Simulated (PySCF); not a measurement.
Species: C6H7S (doublet state).
Cartesian coordinates in Å at the GFN2-xTB level; atoms count from 1:
```
atom  x, y, z in Å
C1    -2.7051    1.4478    0.6235
C2    -1.7803    0.5598    0.2883
S3    -2.1663   -0.9648   -0.4802
C4    -0.6128   -1.6879   -0.7329
C5     0.5834   -1.1103   -0.4327
C6     1.6320   -0.5615   -0.1465
C7     2.9066    0.0395    0.1616
H8    -3.7507    1.2758    0.4350
H9    -2.4391    2.3765    1.0966
H10   -0.7235    0.7002    0.4581
H11   -0.6679   -2.6644   -1.1802
H12    2.7624    0.9399    0.7597
H13    3.4330    0.3091   -0.7566
H14    3.5276   -0.6599    0.7241
```

The hyperfine couplings belong to this conformer and change with its torsions.

As a line formula: `C=CS[CH]C#CC` [radical].

The calculation used UKS B3LYP, pcH-1 on C H S, non-relativistic, mean-field spin-orbit, GIAO (PySCF). Isolated species at its GFN2-xTB geometry (one conformer only). GFN2-xTB frequencies show an imaginary mode (21i cm⁻¹), so this geometry is no minimum at that level. A GFN2-xTB geometry isn't a minimum of the functional, and hyperfine couplings can be far from their values at a DFT geometry. No stability test was run, so a lower SCF solution isn't excluded.

Task: Where do the isotropic ENDOR lines of H11, H12/H13/H14, H9, H8 and H10 fall at 3361.6 mT, to first order?

Result: For S = 1/2 in fast tumbling each set of equivalent nuclei gives two lines, ν± = |νn ± a/2| to first order, with νn = g_N μN B/h and μN/h = 7.62259 MHz/T.

```
     nuclei  isotope     g_N  νn (MHz)  a_iso (MHz)  lower line (MHz)  upper line (MHz)
        H11       1H  5.5857    143.13       -45.75            120.26            166.00
H12/H13/H14       1H  5.5857    143.13        36.25            125.00            161.25
         H9       1H  5.5857    143.13        -7.53            139.36            146.89
         H8       1H  5.5857    143.13        -6.79            139.73            146.52
        H10       1H  5.5857    143.13         1.85            142.20            144.05
```

Task: Which pairs are centred on the nuclear Larmor frequency, and which on half the coupling?

Result: Centred on νn, since |a| < 2νn: H11, H12/H13/H14, H9, H8 and H10. No pair has |a| > 2νn.

Task: At what field would the lower line of H11 fall to zero frequency?

Result: Where νn = |a|/2, that is B = 22.87 MHz/(5.5857 × 7.62259 MHz/T) = 537 mT, as far as first order holds there.

Nuclei that the bonding pattern makes equivalent are averaged, as if the motion that swaps them (rotation, inversion, ring flip) were fast. The three 1H nuclei of mean +36.2 MHz run from 7.3 to 60.5 MHz in the frozen geometry.

The run took 58 s wall (with the writing of density and orbital grids) on one thread, Arm Neoverse V2 (aarch64), shared host, and the process peaked at 0.89 GiB of memory.
